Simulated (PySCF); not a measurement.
Record of a relaxation.

Compound: C2H8AlN.
Bonds: C1–N2, N2–Al3, Al3–C4. Hydrogens: H5, H6, H7 on C1; H8 on N2; H9 on Al3; H10, H11, H12 on C4.

Method: PBE0-D3(BJ)/def2-SVP geometry optimisation, gas phase (PySCF); density fitting, grid level 1; the optimiser is geomeTRIC in internal coordinates, started from a GFN2-xTB structure with every atom displaced at random (about 0.01 Å). The frame can shift and turn from step to step; on so coarse a grid that alone can change the energy by a few meV, and forces under 0.02 eV/Å are noise.

Step 0: E = -10279.8150 eV, largest atomic force 2.878 eV/Å
```
atom  x, y, z in Å  |  force x, y, z in eV/Å
C1      2.290   -0.091    0.267   -2.372   1.526  -0.573
N2      0.846   -0.074    0.606    0.623  -0.082  -0.352
Al3    -0.593    0.092   -0.469    0.505  -0.112   1.087
C4     -2.415    0.043    0.189   -0.827  -0.067   0.368
H5      2.795    0.762    0.727    0.351   0.194   0.196
H6      2.755   -0.993    0.559    0.834  -1.445   0.424
H7      2.370    0.039   -0.818    0.248  -0.119  -0.164
H8      0.756   -0.172    1.608   -0.281  -0.040   0.252
H9     -0.245    0.286   -1.936    0.244   0.123  -1.077
H10    -3.174   -0.043   -0.615    0.294   0.008  -0.007
H11    -2.728    0.932    0.773    0.228  -0.017  -0.089
H12    -2.617   -0.810    0.866    0.154   0.029  -0.064
```

Step 1: E = -10279.9577 eV, largest atomic force 0.450 eV/Å
```
atom  x, y, z in Å  |  force x, y, z in eV/Å
C1      2.190   -0.062    0.302    0.224  -0.351   0.169
N2      0.781   -0.075    0.603    0.103   0.046  -0.159
Al3    -0.559    0.090   -0.558   -0.076   0.006   0.015
C4     -2.365    0.028    0.198   -0.048  -0.013  -0.194
H5      2.728    0.774    0.787    0.025  -0.012   0.016
H6      2.704   -1.009    0.607   -0.135   0.355  -0.124
H7      2.343    0.049   -0.783    0.029  -0.013  -0.024
H8      0.607   -0.179    1.598   -0.072  -0.015  -0.010
H9     -0.167    0.292   -2.105   -0.051  -0.040   0.230
H10    -3.152   -0.056   -0.567   -0.017  -0.003  -0.026
H11    -2.580    0.937    0.779   -0.009   0.128   0.057
H12    -2.488   -0.818    0.890    0.029  -0.088   0.050
```

Step 2: E = -10279.9649 eV, largest atomic force 0.226 eV/Å
```
atom  x, y, z in Å  |  force x, y, z in eV/Å
C1      2.236   -0.063    0.296   -0.012  -0.055  -0.093
N2      0.821   -0.077    0.592    0.041  -0.010   0.141
Al3    -0.583    0.082   -0.494    0.092   0.022  -0.206
C4     -2.419    0.034    0.185    0.045  -0.004   0.127
H5      2.773    0.769    0.790   -0.031   0.005   0.008
H6      2.750   -1.000    0.593   -0.070   0.060  -0.013
H7      2.396    0.055   -0.787   -0.016   0.004   0.004
H8      0.665   -0.189    1.589   -0.064  -0.018   0.054
H9     -0.202    0.273   -2.029   -0.024  -0.001  -0.008
H10    -3.175   -0.053   -0.612    0.072  -0.004  -0.033
H11    -2.652    0.952    0.752   -0.009  -0.012   0.003
H12    -2.569   -0.812    0.877   -0.025   0.012   0.015
```

Step 3: E = -10279.9720 eV, largest atomic force 0.048 eV/Å
```
atom  x, y, z in Å  |  force x, y, z in eV/Å
C1      2.216   -0.063    0.298    0.006  -0.011   0.016
N2      0.804   -0.080    0.601    0.023   0.005   0.001
Al3    -0.571    0.084   -0.519    0.004   0.000  -0.017
C4     -2.394    0.034    0.190   -0.006   0.008   0.047
H5      2.752    0.769    0.793    0.000   0.003  -0.002
H6      2.730   -0.998    0.589   -0.007   0.002   0.000
H7      2.371    0.059   -0.786   -0.012   0.005   0.004
H8      0.633   -0.195    1.596   -0.006  -0.008  -0.012
H9     -0.188    0.272   -2.053   -0.008   0.000  -0.005
H10    -3.155   -0.056   -0.601    0.013  -0.004  -0.012
H11    -2.622    0.954    0.758   -0.002  -0.017  -0.014
H12    -2.536   -0.810    0.887   -0.004   0.017  -0.007
```

Step 4: E = -10279.9723 eV, largest atomic force under 0.02 eV/Å
```
atom  x, y, z in Å  |  force x, y, z in eV/Å
C1      2.216   -0.063    0.302   -0.001   0.000  -0.008
N2      0.803   -0.081    0.596    0.014   0.004   0.004
Al3    -0.571    0.084   -0.526    0.008  -0.004   0.005
C4     -2.391    0.036    0.192   -0.001   0.003   0.013
H5      2.750    0.767    0.802   -0.001   0.000   0.000
H6      2.728   -1.000    0.592    0.001  -0.003   0.001
H7      2.375    0.063   -0.781    0.004   0.002   0.000
H8      0.628   -0.199    1.589   -0.016  -0.006   0.001
H9     -0.193    0.271   -2.060   -0.006   0.002  -0.002
H10    -3.152   -0.058   -0.599    0.003  -0.004  -0.007
H11    -2.621    0.957    0.755   -0.004   0.001  -0.006
H12    -2.532   -0.806    0.891   -0.002   0.004   0.000
```

Problem. Summarise the path.

Solution. The energy falls by 3.63 kcal/mol from step 0 to step 4; nine tenths of that is first reached at step 1. It falls at every step. The largest force goes from 2.878 to under 0.02 eV/Å. Among the bonds Al3–H9 changes most, from 1.520 to 1.592 Å; the atoms move by 0.079 Å rms after alignment.

Problem. Follow the three bonds and two angles with the largest change from start to end.

Solution. 
```
step  E above end (kcal/mol)  largest force (eV/Å)  Al3–H9 (Å)  C1–H6 (Å)  C1–N2 (Å)  N2–Al3–C4 (°)  Al3–C4–H11 (°)
   0                    3.63                 2.878       1.520      1.057      1.484          123.1           115.1
   1                    0.34                 0.450       1.608      1.119      1.442          116.0           111.0
   2                    0.17                 0.226       1.593      1.109      1.445          121.7           110.9
   3                    0.01                 0.048       1.592      1.107      1.444          119.3           111.0
   4                    0.00            under 0.02       1.592      1.106      1.443          119.0           111.1
```

The cost below is that of the whole optimisation. The run took 14 s wall on one thread, Arm Neoverse V2 (aarch64), shared host with 96 logical CPUs at a one-minute load of 57, and the process peaked at 0.40 GiB of memory.
